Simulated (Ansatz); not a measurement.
Reaction (homolysis of the C–O bond): `C[O][In]([Cl])[Cl]` → `[CH3]`• + `[O][In]([Cl])[Cl]`•

Computed with Ansatz on PBE0-D4/def2-TZVP structures; ΔE is electronic, products minus reactants. CCSD(T)/CBS adds triple-zeta CCSD(T) − MP2 to the extrapolated MP2 energy (def2 sets, frozen cores). This one scheme is used for every species. DFT in def2-TZVPP. B3LYP here is the variant with VWN-RPA as its local correlation; programs differ in this. No spin–orbit coupling; open shells (•) take unrestricted orbitals. Elements past krypton have def2 core potentials. For In outer-core shells are correlated without core-valence functions, which leaves a few kJ/mol of doubt a bond. One conformer a species, not always the lowest.

```tsv
level	ΔE (kJ/mol)	difference from CCSD(T)/CBS
LDA (SPW92)	498.5	86.2
r2SCAN-D4	374.3	-38.0
PBE0-D4	392.5	-19.8
B3LYP-D4	383.3	-29.0
r2SCANh-D4	370.5	-41.8
r2SCAN	372.5	-39.8
B3LYP	373.6	-38.7
CCSD(T)/def2-SVP	392.7	-19.6
HF/def2-TZVPP	232.3	-180.0
HF/def2-QZVPP	232.8	-179.5
CCSD(T)/CBS	412.3	0
```

Largest T1 diagnostic among the species: 0.015.

In def2-TZVPP, CCSD(T) changes the Hartree–Fock value by +164.6 kJ/mol (the triples alone add +14.2 kJ/mol) and MP2 by +202.8 kJ/mol; breaking electron pairs costs correlation energy, which Hartree–Fock lacks. From r2SCAN to r2SCAN0 (25 % exact exchange), in def2-TZVPP and without D4, ΔE moves by −9.8 kJ/mol: exact exchange takes away binding that semilocal exchange gives to molecules.
